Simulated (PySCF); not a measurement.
ClCu, charge -1, doublet, geometry from GFN2-xTB (such geometries of metal compounds can be far from the true shape) (the multiplicity is a formal guess) (in this run its highest filled SCF level lies above zero, so its values depend strongly on the basis, on diffuse functions most of all); BLYP/6-31G* (PySCF).

Input for PySCF:
```python
from pyscf import gto, scf, dft

mol = gto.M(
    atom='''
Cu   -0.00000000   -0.00000000   -0.78939767
Cl    0.00000000    0.00000000    1.34661955
''',
    basis='6-31g*',
    charge=-1,
    spin=1,
    verbose=4,
)

mf = dft.UKS(mol)
mf.xc = 'blyp'
mf.kernel()
mf.analyze()
```

Problem. Write the output that PySCF gives for this input, abridged.

Solution. 
```
PySCF version 2.14.0

[INPUT] verbose = 4
[INPUT] num. atoms = 2
[INPUT] num. electrons = 47
[INPUT] charge = -1
[INPUT] spin (= nelec alpha-beta = 2S) = 1
[INPUT] symmetry False subgroup None
[INPUT] Mole.unit = angstrom
[INPUT] Symbol           X                Y                Z      unit          X                Y                Z       unit  Magmom
[...]
nuclear repulsion = 122.135890357457
number of shells = 20
number of NR pGTOs = 148
number of NR cGTOs = 52
basis = 6-31g*
ecp = {}

******** <class 'pyscf.dft.uks.UKS'> ********
method = UKS
initial guess = minao
damping factor = 0
level_shift factor = 0
DIIS = <class 'pyscf.scf.diis.CDIIS'>
diis_start_cycle = 1
diis_space = 8
diis_damp = 0
SCF conv_tol = 1e-09
SCF conv_tol_grad = None
SCF max_cycles = 50
direct_scf = True
direct_scf_tol = 1e-13
number electrons alpha = 24  beta = 23
XC library pyscf.dft.libxc version 7.1.2
    S. Lehtola, C. Steigemann, M. J. T. Oliveira, and M. A. L. Marques,  SoftwareX 7, 1–5 (2018)
XC functionals = blyp
    A. D. Becke,  Phys. Rev. A 38, 3098 (1988)
    C. Lee, W. Yang, and R. G. Parr,  Phys. Rev. B 37, 785 (1988)
    B. Miehlich, A. Savin, H. Stoll, and H. Preuss,  Chem. Phys. Lett. 157, 200 (1989)
radial grids:
    Treutler-Ahlrichs [JCP 102, 346 (1995); DOI:10.1063/1.469408] (M4) radial grids

becke partition: Becke, JCP 88, 2547 (1988); DOI:10.1063/1.454033
pruning grids: <function nwchem_prune>
grids dens level: 3
symmetrized grids: False
atomic radii adjust function: <function treutler_atomic_radii_adjust>
small_rho_cutoff = 0
Set gradient conv threshold to 3.16228e-05
tot grids = 39520
init E= -2100.08883100763

cycle= 1 E= -2090.0716789093  delta_E=   10  |g|= 4.47  |ddm|= 3.33
cycle= 2 E= -2081.96384544885  delta_E= 8.11  |g|= 5.14  |ddm|= 7.45
cycle= 3 E= -2098.61728516883  delta_E= -16.7  |g|= 2.09  |ddm|= 6.47
cycle= 4 E= -2092.25534236066  delta_E= 6.36  |g|= 2.63  |ddm|= 5.02
cycle= 5 E= -2100.05652931542  delta_E= -7.8  |g|= 1.26  |ddm|= 4.18
cycle= 6 E= -2100.18127756239  delta_E= -0.125  |g|=    1  |ddm|= 0.848
cycle= 7 E= -2100.29547291687  delta_E= -0.114  |g|= 0.82  |ddm|= 0.353
cycle= 8 E= -2100.46480196849  delta_E= -0.169  |g|= 0.335  |ddm|= 0.659
cycle= 9 E= -2100.4978853667  delta_E= -0.0331  |g|= 0.0405  |ddm|= 0.337
cycle= 10 E= -2100.49675532259  delta_E= 0.00113  |g|= 0.0832  |ddm|= 0.17
cycle= 11 E= -2100.49911094047  delta_E= -0.00236  |g|= 0.00489  |ddm|= 0.111
[...]
converged SCF energy = -2100.49914185645  <S^2> = 0.75562508  2S+1 = 2.0056172
Total Energy =                       -2100.499141856454571
[...]
spin_pop of  0 Cu 1s        0.00000
spin_pop of  0 Cu 2s        0.00000
spin_pop of  0 Cu 3s        0.00002
spin_pop of  0 Cu 4s        0.27613
spin_pop of  0 Cu 5s        0.00393
spin_pop of  0 Cu 2px      -0.00000
spin_pop of  0 Cu 2py      -0.00000
spin_pop of  0 Cu 2pz       0.00000
spin_pop of  0 Cu 3px       0.00001
spin_pop of  0 Cu 3py       0.00001
spin_pop of  0 Cu 3pz       0.00000
spin_pop of  0 Cu 4px       0.00088
spin_pop of  0 Cu 4py       0.00088
spin_pop of  0 Cu 4pz       0.08715
spin_pop of  0 Cu 5px      -0.00037
spin_pop of  0 Cu 5py      -0.00037
spin_pop of  0 Cu 5pz       0.04032
spin_pop of  0 Cu 3dxy     -0.00013
spin_pop of  0 Cu 3dyz     -0.00037
spin_pop of  0 Cu 3dz^2     0.44965
spin_pop of  0 Cu 3dxz     -0.00037
spin_pop of  0 Cu 3dx2-y2   -0.00013
spin_pop of  0 Cu 4dxy      0.00013
spin_pop of  0 Cu 4dyz     -0.00001
spin_pop of  0 Cu 4dz^2     0.00027
spin_pop of  0 Cu 4dxz     -0.00001
spin_pop of  0 Cu 4dx2-y2    0.00013
spin_pop of  0 Cu 4f-3     -0.00000
spin_pop of  0 Cu 4f-2     -0.00000
spin_pop of  0 Cu 4f-1     -0.00001
spin_pop of  0 Cu 4f+0      0.00006
spin_pop of  0 Cu 4f+1     -0.00001
spin_pop of  0 Cu 4f+2     -0.00000
spin_pop of  0 Cu 4f+3     -0.00000
spin_pop of  1 Cl 1s        0.00000
spin_pop of  1 Cl 2s       -0.00000
spin_pop of  1 Cl 3s        0.01409
spin_pop of  1 Cl 4s        0.00690
spin_pop of  1 Cl 2px      -0.00000
spin_pop of  1 Cl 2py      -0.00000
spin_pop of  1 Cl 2pz       0.00001
spin_pop of  1 Cl 3px       0.00001
spin_pop of  1 Cl 3py       0.00001
spin_pop of  1 Cl 3pz       0.11483
spin_pop of  1 Cl 4px      -0.00013
spin_pop of  1 Cl 4py      -0.00013
spin_pop of  1 Cl 4pz       0.00663
spin_pop of  1 Cl 3dxy     -0.00000
spin_pop of  1 Cl 3dyz     -0.00001
spin_pop of  1 Cl 3dz^2     0.00001
spin_pop of  1 Cl 3dxz     -0.00001
spin_pop of  1 Cl 3dx2-y2   -0.00000
 ** Mulliken Spin Density (per atom)  **
spin density of  0 Cu =      0.85779
spin density of  1 Cl =      0.14221
 ** Mulliken pop alpha/beta on meta-lowdin orthogonal AOs **
 ** Mulliken pop       alpha | beta **
In total            24.00000 | 23.00000
 ** Mulliken atomic charges   ( Nelec_alpha | Nelec_beta ) **
charge of  0Cu =     -0.21493  (    15.03636     14.17857 )
charge of  1Cl =     -0.78507  (     8.96364      8.82143 )

WARN: System has nonzero charge -1; the dipole moment is origin-dependent.
Location of origin: [0. 0. 0.]

Dipole moment(X, Y, Z, Debye):  0.00000,  0.00000,  1.04365
```
